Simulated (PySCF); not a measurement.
C2H4NO, SMILES CC([NH])=O (connectivity only; charge and spin as stated), charge -1, multiplicity 1. Atoms are numbered in the order given.

```xyz
8

C     -0.2030     1.3540     0.0000
C      0.0335    -0.1614     0.0000
N     -1.0636    -0.8874     0.0000
O      1.2423    -0.5343     0.0000
H      0.2790     1.7996    -0.8852
H     -1.2746     1.5970     0.0000
H      0.2790     1.7996     0.8852
H     -0.7596    -1.8653     0.0000
```
Charge -1, spin multiplicity 1.

Geometry optimised at PBE0-D3(BJ)/def2-SVPD. The spin state was assumed, not searched. The isomer is the one that the SMILES or the coordinates give; other isomers of the formula were not compared. The values are those of a single conformer.

Two levels are set side by side: PBE/pcSseg-1 (PySCF) and PBE0/pcSseg-1 (PySCF). GIAO shifts against H2O (¹⁷O), NH3 (¹⁵N), TMS (¹H), TMS (¹³C) at the same level; non-relativistic, no solvent, atoms listed together averaged. Differences are taken from unrounded values.

```csv
quantity,PBE0
δ(¹³C) of C1 (ppm),29.2
δ(¹³C) of C2 (ppm),176.9
δ(¹⁵N) of N3 (ppm),194.6
δ(¹⁷O) of O4 (ppm),321.4
δ(¹H) of H8 (ppm),3.86
```

Question: What does PBE give, and how far is it from PBE0? (The exact figures need the calculation; the answer reports its results.)

Answer: 
| quantity | PBE | PBE minus PBE0 |
|---|---|---|
| δ(¹³C) of C1 (ppm) | 28.8 | -0.4 |
| δ(¹³C) of C2 (ppm) | 170.9 | -6.0 |
| δ(¹⁵N) of N3 (ppm) | 200.1 | 5.5 |
| δ(¹⁷O) of O4 (ppm) | 330.2 | 8.8 |
| δ(¹H) of H8 (ppm) | 3.89 | 0.03 |

Rough cost on one machine, each run with all the roots and properties that it gave: PBE0 against PBE within a factor of 2.
